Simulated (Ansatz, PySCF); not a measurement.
System: GaO₃ (charge 0, doublet). It need not be the lowest isomer of its formula. 
Coordinates optimised at B3LYP-D3(BJ)/def2-TZVP (Ansatz, a quantum-chemistry and plane-wave program):
```
Ga
O 1 1.6616
O 1 1.9437 2 159.38
O 3 1.3691 1 69.38 2 -180.00
```
Charge 0, spin multiplicity 2.

Total electronic energies in hartree. Cores are frozen in the correlated levels unless marked. UHF or UKS for open shells. Spin-orbit coupling is left out. Frozen are the shells of the preceding noble gas and the d and f shells that filled before the atom's block. Non-relativistic. CBS marks a two-point X^-3 extrapolation of the correlation energy; Hartree-Fock from the larger set. The bracket is a focal-point correction in the basis named. The program attaches cautions to a run behind CCSD/STO-3G: large difference.

| level | program | energy (Eh) |
|---|---|---|
| HF/cc-pVDZ | Ansatz | -2147.62380 |
| HF/aug-cc-pVTZ | Ansatz | -2147.78314 |
| HF-D3(BJ)/def2-TZVPD | PySCF + dftd3 | -2147.77212 |
| revPBE-D3(BJ)/def2-TZVPD | Ansatz + dftd3 | -2150.28830 |
| PBE0-D3(BJ)/def2-TZVP | Ansatz + dftd3 | -2149.97963 |
| PBE0/def2-QZVPP | Ansatz | -2150.03448 |
| TPSSh-D3(BJ)/def2-TZVPD | PySCF + dftd3 | -2150.45772 |
| CAM-B3LYP-D4/def2-TZVPD | Ansatz + dftd4 | -2150.52146 |
| MP2/cc-pVTZ | Ansatz | -2148.56915 |
| SCS-MP2/cc-pVTZ | Ansatz | -2148.54259 |
| CCSD/STO-3G | Ansatz | -2122.58183 |
| CCSD/6-31G | Ansatz | -2147.67526 |
| CCSD/aug-cc-pVDZ | Ansatz | -2148.32043 |
| CCSD(T)/6-31G* | Ansatz | -2148.00298 |
| RI-MP2/CBS(cc-pVTZ,cc-pVQZ)+[CCSD(T)-MP2]/cc-pVTZ | Ansatz | -2148.7158 |

Totals of different functionals don't rank their quality; only differences between species are comparable.
